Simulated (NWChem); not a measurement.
All runs are NWChem calculations. System: H₅ClW, charge 0, spin multiplicity 1, at a geometry optimised with B3LYP/def2-SVP with def2 effective core potentials on W. The structure started from a generated list of species. Level: MP2/def2-SVPD with def2 effective core potentials on W, 5 core orbitals frozen.

Output (cleaned and shortened):

```
             Northwest Computational Chemistry Package (NWChem) 7.3.0
             --------------------------------------------------------

                                NWChem Input Module
                                -------------------

 Scaling coordinates for geometry "geometry" by  1.889725989
 (inverse scale =  0.529177249)

 Turning off AUTOSYM since
 SYMMETRY directive was detected!

                             Geometry "geometry" -> ""
                             -------------------------

 Output coordinates in angstroms (scale by  1.889725989 to convert to a.u.)

  No.       Tag          Charge          X              Y              Z
 ---- ---------------- ---------- -------------- -------------- --------------
    1 W                   74.0000    -0.42114300     0.03595300     0.00000000
    2 Cl                  17.0000     1.96411000    -0.25796800     0.00000000
    3 H                    1.0000     0.27035900     1.24112000    -0.92123000
    4 H                    1.0000    -1.36644800     0.43007700    -1.37430400
    5 H                    1.0000    -0.03307400    -1.61743300     0.00000000
    6 H                    1.0000     0.27035900     1.24112000     0.92123000
    7 H                    1.0000    -1.36644800     0.43007700     1.37430400

 Effective nuclear repulsion energy (a.u.)     410.8537457737

            Nuclear Dipole moment (a.u.)
            ----------------------------
        X                 Y               Z
 ---------------- ---------------- ----------------
     0.0000680301     0.0000510226     0.0000000000

      Symmetry information
      --------------------

 Group name             Cs
 Group number              2
 Group order               2
 No. of unique centers     5

      Symmetry unique atoms

     1    2    3    4    5


 Summary of "ao basis" -> "" (spherical)
 ------------------------------------------------------------------------------
       Tag                 Description            Shells   Functions and Types
 ---------------- ------------------------------  ------  ---------------------
 *                         def2-svpd                  on all atoms

 Summary of "ao basis" -> "ao basis" (spherical)
 ------------------------------------------------------------------------------
       Tag                 Description            Shells   Functions and Types
 ---------------- ------------------------------  ------  ---------------------
 W                         def2-svpd                13       35   6s4p2d1f
 Cl                        def2-svpd                11       27   5s4p2d
 H                         def2-svpd                 4        8   2s2p

                                 NWChem SCF Module
                                 -----------------

  ao basis        = "ao basis"
  functions       =   102
  atoms           =     7
  closed shells   =    18
  open shells     =     0
  charge          =   0.00
  wavefunction    = RHF
  use symmetry    = T
  symmetry adapt  = T

 Summary of "ao basis" -> "ao basis" (spherical)
 ------------------------------------------------------------------------------
       Tag                 Description            Shells   Functions and Types
 ---------------- ------------------------------  ------  ---------------------
 W                         def2-svpd                13       35   6s4p2d1f
 Cl                        def2-svpd                11       27   5s4p2d
 H                         def2-svpd                 4        8   2s2p

      Symmetry analysis of basis
      --------------------------

        a'         65
        a"         37

 Forming initial guess at       0.1s

      Superposition of Atomic Density Guess
      -------------------------------------

 Sum of atomic energies:        -535.00261158

      Non-variational initial energy
      ------------------------------

 Total energy =    -527.855308
 1-e energy   =    -932.893820
 2-e energy   =     312.612276
 HOMO         =      -0.301504
 LUMO         =      -0.091264

      Symmetry analysis of molecular orbitals - initial
      -------------------------------------------------

  Numbering of irreducible representations:

     1 a'          2 a"
[...]
 Vector   17  Occ=2.000000D+00  E=-4.173735D-01  Symmetry=a"
              MO Center=  1.3D+00, -1.3D-01,  1.2D-13, r^2= 2.6D+00
   Bfn.  Coefficient  Atom+Function         Bfn.  Coefficient  Atom+Function
  ----- ------------  ---------------      ----- ------------  ---------------
    49      0.554986  2 Cl pz                46      0.399877  2 Cl pz
    20     -0.271021  1 W  d -1              43      0.231442  2 Cl pz
    22      0.209723  1 W  d  1

 Vector   18  Occ=2.000000D+00  E=-3.842032D-01  Symmetry=a'
              MO Center=  1.2D+00, -1.9D-01,  1.1D-13, r^2= 3.0D+00
   Bfn.  Coefficient  Atom+Function         Bfn.  Coefficient  Atom+Function
  ----- ------------  ---------------      ----- ------------  ---------------
    48      0.541676  2 Cl py                45      0.379980  2 Cl py
    19     -0.259156  1 W  d -2              17     -0.229293  1 W  py
    42      0.217831  2 Cl py                79      0.205318  5 H  s

 Vector   19  Occ=0.000000D+00  E=-1.035027D-02  Symmetry=a'
              MO Center= -9.7D-01, -2.4D-01,  3.3D-13, r^2= 4.1D+00
   Bfn.  Coefficient  Atom+Function         Bfn.  Coefficient  Atom+Function
  ----- ------------  ---------------      ----- ------------  ---------------
    14      0.538813  1 W  py                19     -0.540695  1 W  d -2
    13      0.300871  1 W  px                24     -0.287573  1 W  d -2
     5     -0.214425  1 W  s                 64      0.208542  3 H  s
    88      0.208542  6 H  s                 23     -0.198222  1 W  d  2
    80     -0.194810  5 H  s                 17     -0.166750  1 W  py

 Vector   20  Occ=0.000000D+00  E=-3.826303D-03  Symmetry=a'
              MO Center= -9.3D-01,  2.1D-01, -1.1D-13, r^2= 3.7D+00
   Bfn.  Coefficient  Atom+Function         Bfn.  Coefficient  Atom+Function
  ----- ------------  ---------------      ----- ------------  ---------------
    13      0.611039  1 W  px                21      0.605496  1 W  d  0
    40     -0.462825  2 Cl s                 14     -0.237071  1 W  py
    26      0.202550  1 W  d  0              17     -0.150326  1 W  py

 Vector   21  Occ=0.000000D+00  E= 1.387363D-02  Symmetry=a"
              MO Center= -3.1D-01, -2.7D-01,  2.1D-13, r^2= 4.9D+00
   Bfn.  Coefficient  Atom+Function         Bfn.  Coefficient  Atom+Function
  ----- ------------  ---------------      ----- ------------  ---------------
    15      0.707160  1 W  pz                20     -0.466542  1 W  d -1
    22     -0.335476  1 W  d  1              18      0.221949  1 W  pz
    52     -0.203452  2 Cl pz                49     -0.196527  2 Cl pz
     9     -0.167669  1 W  pz

 center of mass
 --------------
 x =  -0.09306642 y =  -0.00564317 z =   0.00000000

 moments of inertia (a.u.)
 ------------------
          50.690239955148          74.958164905195           0.000000000000
          74.958164905195         629.980521521616           0.000000000000
           0.000000000000           0.000000000000         641.263407346908

  Mulliken analysis of the total density
  --------------------------------------

    Atom       Charge   Shell Charges
 -----------   ------   -------------------------------------------------------
    1 W   14    14.63   0.04 -0.36  1.83  0.50  0.84  0.02  5.58  0.44  0.02  1.53  3.30  0.82  0.07
    2 Cl  17    17.60   2.00  1.99  1.21  0.74  0.04  5.94  2.07  3.32  0.25  0.02  0.02
    3 H    1     0.55   0.68 -0.09  0.02 -0.05
    4 H    1     0.82   0.72  0.10  0.01 -0.01
    5 H    1     1.02   0.73  0.25  0.01  0.03
    6 H    1     0.55   0.68 -0.09  0.02 -0.05
    7 H    1     0.82   0.72  0.10  0.01 -0.01

       Multipole analysis of the density wrt the origin
       ------------------------------------------------

     L   x y z        total         open         nuclear
     -   - - -        -----         ----         -------
     0   0 0 0      0.000000      0.000000     36.000000

     1   1 0 0     -1.530237      0.000000     47.750760
     1   0 1 0     -0.061925      0.000000     -4.076428
     1   0 0 1     -0.000000      0.000000      0.000000

     2   2 0 0    -34.587853      0.000000    256.924078
     2   1 1 0      1.228222      0.000000    -33.126127
     2   1 0 1      0.000000      0.000000      0.000000
     2   0 2 0    -31.871216      0.000000     25.769456
     2   0 1 1     -0.000000      0.000000      0.000000
     2   0 0 2    -31.698969      0.000000     19.550693

                   NWChem MP2 Semi-direct Energy/Gradient Module
                   ---------------------------------------------

  Basis functions       =    102
  Molecular orbitals    =    102
  Frozen core           =      5
  Frozen virtuals       =      0
  Active alpha occupied =     13
  Active beta occupied  =     13
  Active alpha virtual  =     84
  Active beta virtual   =     84
  Use MO symmetry       = T
  Use skeleton AO sym   = T

  AO/Fock/Back tols     =   1.0D-09  1.0D-09  1.0D-09

 GA uses MA = F    GA memory limited = T

 Available:
  local mem=  1.26D+08
 global mem=  1.44D+08
 local disk=  0.00D+00
  mp2_memr nvloc                    84
  nvloc new                    84
   1 passes of  13:        4194304                      75802                  19365268.
   1 passes of  13: M    126140185           G      144158392           F     121945881.

 Semi-direct pass number   1 of   1  for RHF alpha+beta  at        3.4s
  vrange nnbf                  5211
  mp2_eaftype                    73  avail_ma_in_mb                  1099
 EAF : mp2_eaftype filesize          73    9682634.
  mp2_eaf for mointskh                     73
Node 0 wrote     45.5 Mb in      0.0 s     Agg I/O rate:  2562.6 Mb/s
 Done moints_semi at        7.0s
  mp2_eaftype                    73  avail_ma_in_mb                  1026
 EAF : mp2_eaftype filesize          73    9682634.
  mp2_eaf for kh                    73
 Done maket at        7.3s
 Done multipass loop at        7.3s

          -------------------------------------------
          SCF energy                -528.515094663313
          Correlation energy          -0.548031309814
          Singlet pairs               -0.324669644348
          Triplet pairs               -0.223361665466
          Total MP2 energy          -529.063125973127
          -------------------------------------------

          ---------------------------------------------------
                    Spin Component Scaled (SCS) MP2
          Same spin pairs                     -0.148907776978
          Same spin scaling factor             0.333333333333
          Opposite spin pairs                 -0.399123532836
          Opposite spin scaling fact.          1.200000000000
          SCS-MP2 correlation energy          -0.528584165063
          Total SCS-MP2 energy              -529.043678828376
          ---------------------------------------------------

 -----------------------
 Performance information
 -----------------------

 Timer overhead =  1.63D-07 seconds/call

               Nr. of calls         CPU time (s)                 Wall time (s)                GFlops
             ---------------    -------------------     ------------------------------   -------------------
Name         Min   Avg   Max    Min     Avg     Max     Min     Avg     Max   Mx/calls   Min     Max     Sum
mp2: moin     1     1     1    3.7     3.7     3.7      3.7     3.7     3.7     3.7      0.0     0.0     0.0
mp2: make     1     1     1   0.26    0.26    0.26     0.26    0.26    0.26    0.26      0.0     0.0     0.0
mp2: tota     1     1     1    4.0     4.0     4.0      4.0     4.0     4.0     4.0      0.0     0.0     0.0

 The average no. of pstat calls per process was 3.00D+00
 with a timing overhead of 4.90D-07s

 Task  times  cpu:        7.3s     wall:        7.3s

 Total times  cpu:        7.3s     wall:        7.3s
```

Q: Write an NWChem input that would produce this output.

A: One answer among several that fit: 
```
start mol
memory heap 200 mb stack 900 mb global 1100 mb
geometry units angstroms nocenter noautoz
  W     -0.421143     0.035953     0.000000
  Cl     1.964110    -0.257968     0.000000
  H      0.270359     1.241120    -0.921230
  H     -1.366448     0.430077    -1.374304
  H     -0.033074    -1.617433     0.000000
  H      0.270359     1.241120     0.921230
  H     -1.366448     0.430077     1.374304
  symmetry group Cs
end
basis spherical
  * library def2-svpd
end
ecp
  W library def2-ecp
end
scf
  rhf
  nopen 0
  maxiter 100
  thresh 1e-7
  semidirect memsize 60000000 filesize 0
end
mp2
  freeze core 5
end
task mp2 energy
```
